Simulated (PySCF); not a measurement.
Polarisability of `CCC(C#[O+])CC`

Compound: C6H11O (charge +1).
Geometry (GFN2-xTB, Å), atoms numbered from 1 in this order:
```
atom  x, y, z in Å
C1    -2.5473    0.1789    0.3316
C2    -1.3431   -0.0179   -0.5720
C3     0.0088    0.0192    0.2266
C4     0.2019    1.3138    0.6572
O5     0.3603    2.3987    0.8900
C6     1.2514   -0.3790   -0.6476
C7     2.5120   -0.5310    0.1851
H8    -2.5837   -0.5752    1.1138
H9    -3.4551    0.0862   -0.2595
H10   -2.5525    1.1626    0.7951
H11   -1.3228    0.7325   -1.3627
H12   -1.3874   -1.0011   -1.0417
H13   -0.0641   -0.6765    1.0725
H14    0.9974   -1.3314   -1.1144
H15    1.3940    0.3569   -1.4395
H16    2.8151    0.4083    0.6417
H17    3.3239   -0.8649   -0.4562
H18    2.3825   -1.2737    0.9683
```

Level: B3LYP/def2-SVPD (PySCF), static field, nuclei fixed, core orbitals frozen in the response. The polarisability tensor in these axes (au):

```
x   78.59 -1.04  0.34
y   -1.04 70.03  6.31
z    0.34  6.31 60.30
```

Task: Diagonalise the tensor; give its mean and Δα, where Δα² is half the sum of the squared differences of the eigenvalues.

Result: Principal values 57.17, 73.02 and 78.72 au; mean 69.64 au = 10.32 Å³ = 11.48 × 10⁻⁴⁰ C²·m²/J; Δα = 19.34 au (28 % of the mean).

Task: Along which axes do the principal values lie, and how far do the nuclei extend along each?

Result: Largest value along (0.99, -0.14, -0.03), where the nuclei span 6.85 Å; middle along (0.14, 0.89, 0.44), 4.11 Å; least along (-0.04, -0.44, 0.90), 2.84 Å. The response follows the extents in order.

Task: Rayleigh depolarisation ratio (linearly polarised light, static tensor)?

Result: ρ = 3Δα²/(45ᾱ² + 4Δα²) = 1122.3/(218236 + 1496.4) = 0.00511.

Task: Sum over states: ᾱ = Σ f/ω², ω in Eh. What share falls to these 8 lowest TDDFT singlets (eV, f)? 5.57, 0.0087; 5.77, 0.0015; 5.84, 0.0155; 5.92, 0.0029; 6.03, 0.0006; 6.09, 0.0078; 6.23, 0.0249; 6.34, 0.0014.

Result: They add up to 1.31 au, 1.9 % of the 69.64 au; the largest single term is 0.47 au, from the state at 6.23 eV. Terms in order: 0.21, 0.03, 0.34, 0.06, 0.01, 0.16, 0.47, 0.03 au. Higher excitations give the rest. The strengths listed sum to 0.063.

Task: Traceless (Buckingham) quadrupole moment about the centre of nuclear charge: eigenvalues?

Result: -5.85, -1.56, 7.42 D·Å. The values depend on the origin, since the species is charged. The electronic extent ⟨r²⟩ about the same centre is 932 bohr², a root-mean-square distance of 2.20 Å for the 54 electrons.

Geometry: GFN2-xTB, one conformer, isolated ion.

The run behind these numbers computed excited states as well. Hardware: one thread, Arm Neoverse N1 (aarch64), no GPU, on a shared host. Cost: 80 s wall, 0.87 GiB resident at most.
